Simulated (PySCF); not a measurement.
Distorted geometries of [Eu(NH3)]3+

[Eu(NH3)]3+ (singlet in the valence; each metal's 4f electrons, 6 of them, lie in its core potential, out of spins and levels). PySCF 2.14.0, RKS PBE0, Eu lcecp-1-SVP with ECP52, N def2-SVP, H def2-SVP; non-relativistic Hamiltonian with scalar-relativistic core potentials where named; density fitting; no spin-orbit coupling. Relaxed geometry:

```xyz
5

Eu    0.0000    0.0000   -0.1466
N     0.0000    0.0000    2.2086
H     0.9414    0.0000    2.6673
H    -0.4707    0.8153    2.6673
H    -0.4707   -0.8153    2.6673
```

Problem. Order these distorted geometries by energy above the relaxed one, lowest first.
A.
```xyz
5

Eu   -0.0492    0.0275   -0.1329
N    -0.1768   -0.1676    2.2410
H     0.8051    0.0304    2.9426
H    -0.2799    1.0176    2.4512
H    -0.2993   -0.9079    2.5619
```
B.
```xyz
5

Eu   -0.0466   -0.1133   -0.2519
N    -0.2728    0.0104    2.2717
H     1.2903    0.1954    2.7165
H    -0.4535    0.6463    3.0611
H    -0.5174   -0.7388    2.2663
```
C.
```xyz
5

Eu    0.0254    0.0292   -0.1164
N     0.0123    0.0465    2.1794
H     0.9310   -0.0141    2.6670
H    -0.5291    0.7584    2.6673
H    -0.4397   -0.8200    2.6664
```

Solution. C (0.11 eV), A (3.90 eV), B (5.47 eV).

Problem. Which forces (eV/Å) act in the one that lies 5.47 eV up?

Solution. 
```
Eu   -0.38   0.61   1.35
N    12.57  22.92  -2.52
H    -3.94  -1.13  -0.94
H    -1.18   0.02   0.02
H    -7.06 -22.42   2.09
```
Forces carry noise of the integration grid, about 0.01 to 0.03 eV/Å.

An lcecp potential fixes the number of 4f electrons, so in runs with it no electron can move into or out of that shell.
